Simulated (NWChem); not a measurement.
All runs are NWChem calculations. System: H₃ClSi, charge 0, spin multiplicity 1, at a geometry optimised with PBE/def2-SVP. The structure started from a generated list of species. Level: G0W0@PBE0/def2-TZVPD, RI basis def2-tzvpd-rifit.

NWChem printed:

```
             Northwest Computational Chemistry Package (NWChem) 7.3.0
             --------------------------------------------------------

                                NWChem Input Module
                                -------------------

 Scaling coordinates for geometry "geometry" by  1.889725989
 (inverse scale =  0.529177249)

 Turning off AUTOSYM since
 SYMMETRY directive was detected!

                             Geometry "geometry" -> ""
                             -------------------------

 Output coordinates in angstroms (scale by  1.889725989 to convert to a.u.)

  No.       Tag          Charge          X              Y              Z
 ---- ---------------- ---------- -------------- -------------- --------------
    1 Si                  14.0000     0.99679100     0.02791900     0.00000000
    2 Cl                  17.0000    -1.08323900    -0.03034100     0.00000000
    3 H                    1.0000     1.46681700     0.75066600     1.22853900
    4 H                    1.0000     1.46681700     0.75066600    -1.22853900
    5 H                    1.0000     1.52635400    -1.37639800     0.00000000

 Effective nuclear repulsion energy (a.u.)      85.1711654497

            Nuclear Dipole moment (a.u.)
            ----------------------------
        X                 Y               Z
 ---------------- ---------------- ----------------
    -0.0000018897     0.0000056692     0.0000000000

      Symmetry information
      --------------------

 Group name             Cs
 Group number              2
 Group order               2
 No. of unique centers     4

      Symmetry unique atoms

     1    2    3    5


 Summary of "ao basis" -> "" (spherical)
 ------------------------------------------------------------------------------
       Tag                 Description            Shells   Functions and Types
 ---------------- ------------------------------  ------  ---------------------
 *                         def2-tzvpd                 on all atoms

 new library libraries.bse/

 Summary of "ri basis" -> "" (spherical)
 ------------------------------------------------------------------------------
       Tag                 Description            Shells   Functions and Types
 ---------------- ------------------------------  ------  ---------------------
 *                      def2-tzvpd-rifit              on all atoms

                                 NWChem DFT Module
                                 -----------------
[...]
    33      0.626364  1 Si d -1              18     -0.288978  1 Si pz
    28      0.188888  1 Si d -1              67     -0.159977  2 Cl pz
    91      0.150348  3 H  s                100     -0.150348  4 H  s
    96      0.135066  3 H  px               105     -0.135066  4 H  px
    35      0.123474  1 Si d  1              81      0.114091  2 Cl d  1

 center of mass
 --------------
 x =  -0.15748131 y =  -0.00441114 z =   0.00000000

 moments of inertia (a.u.)
 ------------------
          21.929868081741          -7.203392345849           0.000000000000
          -7.203392345849         278.897272660573           0.000000000000
           0.000000000000           0.000000000000         279.099094066808

     Multipole analysis of the density
     ---------------------------------

     L   x y z        total         alpha         beta         nuclear
     -   - - -        -----         -----         ----         -------
     0   0 0 0     -0.000000    -17.000000    -17.000000     34.000000

     1   1 0 0      0.520939      0.260471      0.260471     -0.000002
     1   0 1 0      0.014583      0.007289      0.007289      0.000006
     1   0 0 1     -0.000000     -0.000000     -0.000000      0.000000

     2   2 0 0    -20.167344    -82.381775    -82.381775    144.596206
     2   1 1 0      0.016126     -1.866124     -1.866124      3.748374
     2   1 0 1     -0.000000     -0.000000     -0.000000      0.000000
     2   0 2 0    -20.743413    -15.814067    -15.814067     10.884721
     2   0 1 1      0.000000      0.000000      0.000000      0.000000
     2   0 0 2    -20.743883    -15.761778    -15.761778     10.779672

 Task  times  cpu:        6.7s     wall:        6.7s

                                NWChem Input Module
                                -------------------

                                 NWChem GW Module
                                 ----------------

                             ***********************
                             ***        GW       ***
                             ***********************

 Summary of "ri basis" -> "ri basis" (spherical)
 ------------------------------------------------------------------------------
       Tag                 Description            Shells   Functions and Types
 ---------------- ------------------------------  ------  ---------------------
 Si                     def2-tzvpd-rifit            33      129   10s8p7d6f2g
 Cl                     def2-tzvpd-rifit            33      129   10s8p7d6f2g
 H                      def2-tzvpd-rifit            10       24   5s3p2d

                 Memory Information
                 ------------------
          Available GA per process is          1699.9 MBs
          Available stack per process is        700.0 MBs
          Available heap per process is           0.0 MBs

          Peak memory in Initialization
              Peak GA per process is                  6.5 MBs
              Peak stack per process is               0.2 MBs
              Peak heap per process is                6.9 MBs
              Memory not in MA per process            0.0 MBs

          Peak memory in AFF Calculation
              Peak GA per process is                 31.3 MBs
              Peak stack per process is              21.6 MBs
              Peak heap per process is                0.0 MBs
              Memory not in MA per process           21.6 MBs

          Computing 2-center integrals
          Computing Inverse Cholesky factor
          Computing 3-center integrals
          Computing V_xc ...

          Computing Sigma_x
          Computing RPA polarizability
          Solving quasiparticle equations

                  Alpha Orbitals
          State     Energy (eV)     Error (eV)
          -----------------------------------
@GW        14        -13.170           0.002
@GW        15        -13.169           0.002
@GW        16        -11.350           0.002
@GW        17        -11.347           0.005
@GW        18          1.472           0.004
@GW        19          1.559           0.003

   Applying  -2.2887 eV scissor-shift to rest of particle states

   Applying   1.9042 eV scissor-shift to rest of hole states

     GW Timing Statistics
   ------------------------
   Init.   :          0.1s
     ERIs  :          0.6s
     Distr.:          0.0s
     Vxc   :          0.9s
   Sigma_x :          0.0s
   RPA     :          0.8s
   Wmn     :          0.0s
   Sigma_c :          0.0s
   GW total:          2.4s

 Task  times  cpu:        2.4s     wall:        2.4s

 Total times  cpu:        9.0s     wall:        9.0s
```

Problem. Write an NWChem input that would produce this output.

Solution. One answer among several that fit: 
```
start mol
memory heap 200 mb stack 700 mb global 1700 mb
geometry units angstroms nocenter noautoz
  Si     0.996791     0.027919     0.000000
  Cl    -1.083239    -0.030341     0.000000
  H      1.466817     0.750666     1.228539
  H      1.466817     0.750666    -1.228539
  H      1.526354    -1.376398     0.000000
  symmetry group Cs
end
basis spherical
  * library def2-tzvpd
end
basis "ri basis" bse spherical
  * library def2-tzvpd-rifit
end
dft
  xc pbe0
  iterations 100
  direct
  tolerances tight
end
task dft energy
gw
  states alpha occ 4 vir 2
end
task dft gw
```
